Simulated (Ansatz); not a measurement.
`O=[CH][SnH2][GeH3]` + `OC[SiH2]Cl` → `O=COC[SiH2]Cl` + `[GeH3][SnH3]`  (substitution at a C–Sn bond)

Isolated molecules relaxed with PBE0-D4/def2-TZVP in Ansatz; ΔE leaves out vibrations. CCSD(T)/CBS is the MP2 limit (def2-TZVPP, def2-QZVPP) plus CCSD(T) − MP2 in def2-TZVPP, frozen cores. Functionals use def2-TZVPP. Elements past krypton have def2 core potentials. For Ge, Sn outer-core shells are correlated without core-valence functions, which leaves a few kJ/mol of doubt a bond. Scalar relativity is left out up to krypton. One conformer a species, not always the lowest.

`O=[CH][SnH2][GeH3]`:

Z-matrix (Å, degrees):
```
Sn
C 1 2.213
Ge 1 2.601 2 109.6
H 1 1.705 2 107.6 3 121.5
H 1 1.712 2 108.1 3 -120.0
O 2 1.197 1 122.3 3 -95.4
H 2 1.117 1 117.7 3 83.7
H 3 1.537 1 109.8 2 -58.9
H 3 1.536 1 110.0 2 60.8
H 3 1.537 1 110.6 2 -178.8
```

`OC[SiH2]Cl`:

```xyz
9

O    -0.658    1.333   -0.921
C     0.377    0.381   -0.746
Si    0.216   -0.549    0.882
Cl   -1.700   -1.324    0.910
H    -1.502    0.881   -0.824
H     1.321    0.935   -0.748
H     0.428   -0.329   -1.584
H     1.175   -1.678    0.977
H     0.343    0.349    2.053
```

`O=COC[SiH2]Cl`:

Z-matrix (Å, degrees):
```
C
Si 1 1.887
O 1 1.436 2 112.9
H 1 1.094 2 109.4 3 122.8
H 1 1.091 2 110.1 3 -117.7
Cl 2 2.055 1 108.9 3 70.5
H 2 1.482 1 108.3 3 -171.8
H 2 1.478 1 111.7 3 -48.4
C 3 1.331 1 115.8 2 84.3
O 9 1.196 3 125.8 1 -0.3
H 9 1.099 3 109.1 1 179.5
```

`[GeH3][SnH3]`:

Cartesian coordinates in Å:
```
Ge 0.404 -1.087 0.630
Sn -0.390 1.051 -0.608
H 1.743 -1.575 0.053
H -0.632 -2.213 0.476
H 0.593 -0.801 2.128
H -0.575 0.739 -2.277
H -1.890 1.578 0.013
H 0.748 2.309 -0.416
```

**Question.** Is it downhill or uphill in electronic energy at CCSD(T)/CBS, and by how much? (An estimate is asked.)

**Answer.** Ansatz gave: Downhill: ΔE = -69.8 kJ/mol.

**Question.** What do these levels give: revPBE-D4, r2SCAN-D4, BHLYP-D4, ωB97M-V, CAM-B3LYP, HF/def2-SVP, CCSD/def2-SVP, CCSD(T)/def2-SVP, CCSD(T)/def2-TZVPP, HF/def2-QZVPP, SCS-MP2/def2-QZVPP, HF/CBS(def2)? (Estimate.)

**Answer.** Computed: revPBE-D4 -72.0, r2SCAN-D4 -82.3, BHLYP-D4 -81.9, ωB97M-V -79.3, CAM-B3LYP -83.8, HF/def2-SVP -103.2, CCSD/def2-SVP -94.6, CCSD(T)/def2-SVP -96.3, CCSD(T)/def2-TZVPP -76.8, HF/def2-QZVPP -88.4, SCS-MP2/def2-QZVPP -71.9, HF/CBS(def2) -88.3 kJ/mol.

Largest T1 diagnostic among the species: 0.015.

From BLYP to BHLYP (50 % exact exchange), in def2-TZVPP and without D4, ΔE moves by −15.4 kJ/mol. In def2-TZVPP, CCSD(T) changes the Hartree–Fock value by +12.3 kJ/mol (the triples alone add −0.1 kJ/mol) and MP2 by +11.3 kJ/mol. At CCSD(T), def2-SVP lies −26.5 kJ/mol from the extrapolated value and def2-TZVPP −7.0 kJ/mol.
